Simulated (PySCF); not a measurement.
Polarisability and C₆ of K⁻ (potassium, charge -1)

[Ar] 4s2, closed-shell 1S. Calculation: PySCF 2.14, in def2-QZVPPD; the non-relativistic Hamiltonian (point nucleus). Coupled (time-dependent) response in atomic units; α is the mean over directions.

| method | mean α (bohr³) | C₆ (like pair) | S(−4) |
| --- | --- | --- | --- |
| UHF | 1020 | 30530 | 704500 |

S(−4) is the Cauchy moment in α(ω) = α(0) + S(−4) ω² + …

α(iu) at UHF:

| u (hartree) | α(iu) (bohr³) |
| --- | --- |
| 0 | 1020 |
| 0.0500 | 385.7 |
| 0.100 | 144.5 |
| 0.200 | 46.31 |
| 0.300 | 24.08 |
| 0.500 | 11.41 |
| 0.750 | 6.679 |
| 1.00 | 4.579 |
| 1.50 | 2.586 |
| 2.00 | 1.655 |
| 3.00 | 0.8365 |
| 5.00 | 0.3350 |

A single London oscillator, α(iu) = α/(1 + u²/ω²), gives C₆ = (3/4) ω α². Matching the computed C₆ needs ω = 4 × 30530 / (3 × 1020²) = 0.0391 hartree.

For an ion, C₆ is the dispersion term alone; charge-induced terms of lower order in 1/R come first.

The outer electron is barely bound at this level, so radii and moments hang on the diffuse functions.
